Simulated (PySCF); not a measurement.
phosphorus nitride (NP), SMILES N#P. Coordinates come from a r2SCAN-D4/def2-TZVPD optimisation.

Method: r2SCAN-D4/def2-TZVPD (PySCF).

Harmonic wavenumbers (cm⁻¹): 1389. Rotational constants (GHz): 23.71 (linear); symmetry number 1.

Work out the zero-point energy and the ideal-gas rigid-rotor harmonic-oscillator thermochemistry at 298.15 K and 1 atm.

ZPE = ½ Σ hcν = ½ × 1389 cm⁻¹ = 1.99 kcal/mol. H − E(el) = 4.06 kcal/mol. Entropy in cal/(mol K): translation 37.34, rotation 13.05, vibration 0.02, total 50.41. G − E(el) = -10.96 kcal/mol. Cp = 7.07 cal/(mol K).
